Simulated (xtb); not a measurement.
C₆H₁₃, doublet, at a GFN2-xTB geometry; GFN0-xTB in xtb.

The xtb input:
```
$ xtb mol.xyz --gfn 0 --chrg 0 --uhf 1 --json

# file mol.xyz
19

C     -2.22365079     0.70953404     0.25017021
C     -1.74987497    -0.60924037    -0.39374897
C     -0.34165507    -0.54364901    -0.83997967
C      0.78500871    -1.04060170    -0.02143664
C      1.96830218    -0.06167243     0.03185635
C      1.59622970     1.23481547     0.73872037
H     -1.62679024     0.93337737     1.13064456
H     -2.12218896     1.53063301    -0.45553397
H     -3.26743735     0.63117922     0.54592214
H     -1.87352048    -1.41183918     0.33789918
H     -2.40379414    -0.81670871    -1.24687253
H     -0.11717209    -0.05448142    -1.77331812
H      0.44039954    -1.25577448     0.99342040
H      1.16351161    -1.98728287    -0.43922555
H      2.29388972     0.15908079    -0.98682227
H      2.80203965    -0.53645198     0.55413859
H      0.77028189     1.71919203     0.22334346
H      1.29207285     1.03595780     1.76449397
H      2.44254933     1.91800254     0.75842048
```

Task: What does xtb print? Leave out banner, timings and long lists.

Result: 
```
   ID    Z sym.   atoms
    1    6 C      1-6
    2    1 H      7-19

           -------------------------------------------------
          |                Calculation Setup                |
           -------------------------------------------------

           -------------------------------------------------
          |                 G F N 0 - x T B                 |
           -------------------------------------------------

          ...................................................
          :                      SETUP                      :
          :.................................................:
          :  # basis functions                  50          :
          :  # atomic orbitals                  50          :
          :  # shells                           38          :
          :  # electrons                        37          :
          :  electronic temp.          300.0000000     K    :
          :  accuracy                    1.0000000          :
          :  -> integral cutoff          0.2500000E+02      :
          :  -> integral neglect         0.1000000E-07      :
          ...................................................

         :::::::::::::::::::::::::::::::::::::::::::::::::::::
         ::                     SUMMARY                     ::
         :::::::::::::::::::::::::::::::::::::::::::::::::::::
         :: total energy             -19.865299721030 Eh    ::
         :: gradient norm              0.007820315913 Eh/a0 ::
         :: HOMO-LUMO gap              5.279796666470 eV    ::
         ::.................................................::
         :: H0 energy                -20.158069739819 Eh    ::
         :: repulsion energy           0.319291334875 Eh    ::
         :: electrostat energy        -0.020920257651 Eh    ::
         :: -> Gsolv                   0.000000000000 Eh    ::
         ::    -> Gsasa                0.000000000000 Eh    ::
         ::    -> Gshift               0.000000000000 Eh    ::
         :: dispersion energy         -0.005601058436 Eh    ::
         :: short-range corr.          0.000000000000 Eh    ::
         :: add. restraining           0.000000000000 Eh    ::
         :: total charge              -0.000000000000 e     ::
         :::::::::::::::::::::::::::::::::::::::::::::::::::::

           -------------------------------------------------
          |                Property Printout                |
           -------------------------------------------------

    * Orbital Energies and Occupations

         #    Occupation            Energy/Eh            Energy/eV
      -------------------------------------------------------------
         1        2.0000           -0.6382497             -17.3677
       ...           ...                  ...                  ...
         7        2.0000           -0.5589295             -15.2092
         8        2.0000           -0.5568010             -15.1513
         9        2.0000           -0.5483905             -14.9225
        10        2.0000           -0.5393970             -14.6777
        11        2.0000           -0.5299601             -14.4209
        12        2.0000           -0.5133226             -13.9682
        13        2.0000           -0.5102147             -13.8836
        14        2.0000           -0.5018321             -13.6555
        15        2.0000           -0.4938047             -13.4371
        16        2.0000           -0.4899732             -13.3328
        17        2.0000           -0.4842451             -13.1770
        18        2.0000           -0.4750610             -12.9271
        19        1.0000           -0.3505151              -9.5380 (HOMO)
        20                         -0.1564862              -4.2582 (LUMO)
        21                         -0.1543794              -4.2009
        22                         -0.1493115              -4.0630
        23                         -0.1276608              -3.4738
        24                         -0.1207665              -3.2862
        25                         -0.1073038              -2.9199
        26                         -0.1013634              -2.7582
        27                         -0.0989458              -2.6925
        28                         -0.0902276              -2.4552
        29                         -0.0809297              -2.2022
        30                         -0.0746712              -2.0319
       ...                                ...                  ...
        50                          0.4627348              12.5917
      -------------------------------------------------------------
                  HL-Gap            0.1940290 Eh            5.2798 eV
             Fermi-level            0.0000000 Eh            0.0000 eV

     #   Z          covCN         q      C6AA      α(0)
     1   6 C        3.751    -0.379    32.114     8.178
     2   6 C        3.800    -0.038    23.784     7.028
     3   6 C        2.888    -0.209    35.354     9.717
     4   6 C        3.802    -0.081    24.677     7.159
     5   6 C        3.801    -0.109    25.278     7.246
     6   6 C        3.752    -0.357    31.494     8.099
     7   1 H        0.925     0.121     1.608     1.983
     8   1 H        0.925     0.117     1.640     2.003
     9   1 H        0.925     0.107     1.724     2.053
    10   1 H        0.924     0.062     2.178     2.308
    11   1 H        0.924     0.058     2.228     2.334
    12   1 H        0.926     0.108     1.711     2.045
    13   1 H        0.924     0.070     2.086     2.259
    14   1 H        0.923     0.056     2.246     2.344
    15   1 H        0.924     0.072     2.066     2.248
    16   1 H        0.924     0.063     2.161     2.299
    17   1 H        0.925     0.124     1.578     1.965
    18   1 H        0.925     0.111     1.684     2.030
    19   1 H        0.925     0.104     1.745     2.066

 Mol. C6AA /au·bohr⁶  :       2489.951163
 Mol. C8AA /au·bohr⁸  :      54967.413354
 Mol. α(0) /au        :         75.363255

Wiberg/Mayer (AO) data.
largest (>0.10) Wiberg bond orders for each atom

 ---------------------------------------------------------------------------
     #   Z sym  total        # sym  WBO       # sym  WBO       # sym  WBO
 ---------------------------------------------------------------------------
     1   6 C    3.977 --     9 H    0.983     8 H    0.983     7 H    0.983
                             2 C    0.969
     2   6 C    3.989 --     3 C    1.076    10 H    0.972     1 C    0.969
                            11 H    0.967
     3   6 C    3.297 --     2 C    1.076     4 C    1.074    12 H    0.979
     4   6 C    3.988 --     3 C    1.074     5 C    0.984    13 H    0.968
                            14 H    0.943
     5   6 C    3.988 --     6 C    1.025     4 C    0.984    16 H    0.979
                            15 H    0.978
     6   6 C    3.980 --     5 C    1.025    19 H    0.983    18 H    0.982
                            17 H    0.981
     7   1 H    0.984 --     1 C    0.983
     8   1 H    0.985 --     1 C    0.983
     9   1 H    0.982 --     1 C    0.983
    10   1 H    0.982 --     2 C    0.972
    11   1 H    0.987 --     2 C    0.967
    12   1 H    0.983 --     3 C    0.979
    13   1 H    0.979 --     4 C    0.968
    14   1 H    0.990 --     4 C    0.943
    15   1 H    0.981 --     5 C    0.978
    16   1 H    0.982 --     5 C    0.979
    17   1 H    0.984 --     6 C    0.981
    18   1 H    0.981 --     6 C    0.982
    19   1 H    0.982 --     6 C    0.983
 ---------------------------------------------------------------------------

Topologies differ in total number of bonds
Writing topology from bond orders to xtbtopo.mol

 dipole moment from electron density (au)
     X       Y       Z
  -0.0014  -0.0127   0.1433  total (Debye):    0.366

           -------------------------------------------------
          | TOTAL ENERGY              -19.865299721030 Eh   |
          | GRADIENT NORM               0.007820315913 Eh/α |
          | HOMO-LUMO GAP               5.279796666470 eV   |
           -------------------------------------------------

normal termination of xtb
```
